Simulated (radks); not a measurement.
Results of a calculation; reference values are marked as such.
Question: Ionisation of neutral helium, [He], to He+, 1s1, under several functionals. Non-relativistic Kohn-Sham, spin-polarised, spherical densities, point nucleus; open shells are filled with parallel spins first; a radial shooting solver on a logarithmic mesh with Libxc functionals. The NIST Atomic Spectra Database gives 24.587 eV (measured). Rank these functionals by the error of their Delta-SCF ionisation energy: exchange-only LDA; SOGGA; HCTH/407; PBEsol; RPBE; r2SCAN; TASK exchange with Perdew-Wang LDA correlation; LDA (Slater exchange, Perdew-Zunger correlation); OLYP; XLYP.

Answer: From best to worst: r2SCAN 24.621 eV (+0.033); RPBE 24.665 eV (+0.078); OLYP 24.787 eV (+0.200); LDA (Slater exchange, Perdew-Zunger correlation) 24.284 eV (-0.304); XLYP 24.899 eV (+0.312); HCTH/407 24.921 eV (+0.334); PBEsol 24.168 eV (-0.420); SOGGA 23.923 eV (-0.665); TASK exchange with Perdew-Wang LDA correlation 25.846 eV (+1.258); exchange-only LDA 22.070 eV (-2.518).
